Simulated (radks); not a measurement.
Task: These are the eigenvalues of the occupied orbitals of an atom or ion with whole-number occupations (eV). All-electron calculation, non-relativistic Kohn-Sham, PBE, spin-polarised, spherical densities, point nucleus. Program: a radial shooting solver on a logarithmic mesh with Libxc functionals.

orbital  eigenvalue
1s up     -14803.12
1s down   -14803.08
2s up     -2007.417
2s down   -2004.688
2p up     -1828.128
2p down   -1826.123
3s up     -339.7782
3s down   -336.1707
3p up     -275.2451
3p down   -271.5825
3d up     -159.9867
3d down   -155.9786
4s up      -55.3743
4s down    -54.7363
4p up      -38.0817
4p down    -37.5459
5p up       -8.0641

Which element is it, and in what charge state? The configuration may be excited. Open shells, if any, are filled with parallel spins first.

Result: Z = 37, rubidium, charge +1: Rb+ in [Ar] 3d8 4s2 4p6 5p2. The list shows which subshells hold electrons but not how many an open one holds; the 1s level, -544 hartree, gives Z - s = 33.0 by -(Z - s)^2/2, which with screening narrows Z to a few neighbours, and the depths of the outer levels then fix element, charge and occupations together.
